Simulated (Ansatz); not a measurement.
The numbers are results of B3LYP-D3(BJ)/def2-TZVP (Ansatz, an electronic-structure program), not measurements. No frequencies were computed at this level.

Ansatz 0.2 input:
```yaml
crystal:
  periodic: [false, false, false]
  atoms:
    - { symbol: C, position_ang: [-1.544272, 0.204715, 0.005796] }
    - { symbol: C, position_ang: [-0.45085, -0.524726, 0.160607] }
    - { symbol: Si, position_ang: [1.308667, 0.096028, -0.078181] }
    - { symbol: H, position_ang: [-2.538387, -0.191649, 0.153105] }
    - { symbol: H, position_ang: [-1.495456, 1.243936, -0.278703] }
    - { symbol: H, position_ang: [-0.568098, -1.56407, 0.447844] }
    - { symbol: H, position_ang: [1.954505, -0.699392, -1.12684] }
    - { symbol: H, position_ang: [1.287703, 1.507978, -0.461248] }
    - { symbol: H, position_ang: [2.04619, -0.072821, 1.17762] }
basis:
  gaussian: { orbitals: def2-tzvp }
hamiltonian:
  xc: b3lyp
  dispersion: d3bj
relax:
  max_steps: 150
```

Output:

```
Functional definition: B3LYP
885 factors; their error is unknown
mean field evaluation 1: about -10043.9062 eV, gradient 5.2e1 eV
mean field evaluation 2: about -10039.1704 eV, gradient 6.5e1 eV
mean field evaluation 4: about -10050.4375 eV, gradient 2.5e0 eV
mean field evaluation 8: about -10050.4542 eV, gradient 2.0e-2 eV
mean field evaluation 16: about -10050.4704 eV, gradient 1.4e-5 eV
mean field -10050.47039114 eV, -369.3479744210 hartree, gradient 1.4e-5 eV, S^2 0.000000; 0 other end points of the search recorded, 0 dependent functions left out
reference -10050.47064857 eV, -369.3479838813 hartree; 16, 16 occupied and 119, 119 virtual orbitals, 885 factors
relax step   1: F+E_penalty+E_count = -10050.75065248 eV  Δ(F+E_penalty+E_count) = +0.000e0 eV  max|allowed force component| = 7.287e-1 eV/Å  Δτ_max = 0.0000 Å  (26 SCF iters, accepted)
these checks for a lower state are left out or cut short: starts, cluster_reference, orbital_swaps, neighbouring_geometries, increment
885 factors; their error is unknown
mean field -10050.48768265 eV, -369.3486098723 hartree, gradient 1.8e-5 eV, S^2 0.000000; 0 other end points of the search recorded, 0 dependent functions left out
reference -10050.48794016 eV, -369.3486193355 hartree; 16, 16 occupied and 119, 119 virtual orbitals, 885 factors
relax step   2: F+E_penalty+E_count = -10050.76755145 eV  Δ(F+E_penalty+E_count) = -1.690e-2 eV  max|allowed force component| = 2.594e-1 eV/Å  Δτ_max = 0.0251 Å  (31 SCF iters, accepted)
these checks for a lower state are left out or cut short: starts, cluster_reference, orbital_swaps, neighbouring_geometries, increment
885 factors; their error is unknown
mean field -10050.48974359 eV, -369.3486856105 hartree, gradient 2.0e-5 eV, S^2 0.000000; 0 other end points of the search recorded, 0 dependent functions left out
reference -10050.49000102 eV, -369.3486950705 hartree; 16, 16 occupied and 119, 119 virtual orbitals, 885 factors
relax step   3: F+E_penalty+E_count = -10050.77025372 eV  Δ(F+E_penalty+E_count) = -2.702e-3 eV  max|allowed force component| = 3.673e-2 eV/Å  Δτ_max = 0.0226 Å  (30 SCF iters, accepted)
these checks for a lower state are left out or cut short: starts, cluster_reference, orbital_swaps, neighbouring_geometries, increment
885 factors; their error is unknown
mean field evaluation 32: about -10050.4719 eV, gradient 4.5e-1 eV
mean field -10050.48990065 eV, -369.3486913823 hartree, gradient 2.0e-5 eV, S^2 0.000000; 0 other end points of the search recorded, 0 dependent functions left out
reference -10050.49015800 eV, -369.3487008394 hartree; 16, 16 occupied and 119, 119 virtual orbitals, 885 factors
relax step   4: F+E_penalty+E_count = -10050.77047275 eV  Δ(F+E_penalty+E_count) = -2.190e-4 eV  max|allowed force component| = 2.414e-2 eV/Å  Δτ_max = 0.0058 Å  (30 SCF iters, accepted)
these checks for a lower state are left out or cut short: starts, cluster_reference, orbital_swaps, neighbouring_geometries, increment
885 factors; their error is unknown
mean field -10050.48983189 eV, -369.3486888552 hartree, gradient 2.1e-5 eV, S^2 0.000000; 0 other end points of the search recorded, 0 dependent functions left out
reference -10050.49008919 eV, -369.3486983110 hartree; 16, 16 occupied and 119, 119 virtual orbitals, 885 factors
relax step   5: F+E_penalty+E_count = -10050.77056139 eV  Δ(F+E_penalty+E_count) = -8.864e-5 eV  max|allowed force component| = 8.648e-3 eV/Å  Δτ_max = 0.0082 Å  (31 SCF iters, accepted)
885 factors; their error is unknown
mean field evaluation 64: about -10050.4898 eV, gradient 1.8e-3 eV
mean field -10050.48983189 eV, -369.3486888552 hartree, gradient 2.0e-5 eV, S^2 0.000000; 1 other end points of the search recorded, 0 dependent functions left out
reference -10050.49008919 eV, -369.3486983110 hartree; 16, 16 occupied and 119, 119 virtual orbitals, 885 factors
Total energy: -10050.77081870 eV, -369.3590149299 hartree
Atom 0 at    -1.535475     0.211272     0.003782 Å, force     0.003993    -0.005366    -0.000190 eV/Å
Atom 1 at    -0.450684    -0.543888     0.165644 Å, force     0.001594     0.008647    -0.001850 eV/Å
Atom 2 at     1.287639     0.081733    -0.073469 Å, force    -0.005003    -0.002978     0.000476 eV/Å
Atom 3 at    -2.537980    -0.177352     0.149565 Å, force    -0.002159     0.001284    -0.000475 eV/Å
Atom 4 at    -1.468122     1.255491    -0.283151 Å, force     0.000273    -0.001039     0.001440 eV/Å
Atom 5 at    -0.591780    -1.583553     0.453845 Å, force    -0.001069    -0.000899     0.000865 eV/Å
Atom 6 at     1.982312    -0.691512    -1.132123 Å, force     0.001282     0.001212     0.000466 eV/Å
Atom 7 at     1.240169     1.511610    -0.460348 Å, force     0.000089    -0.001497     0.000331 eV/Å
Atom 8 at     2.073923    -0.063803     1.176255 Å, force     0.001001     0.000635    -0.001063 eV/Å
Dipole moment:    -0.146109    -0.034670     0.015234 e Å
```

Cost: roughly 16 core-seconds.
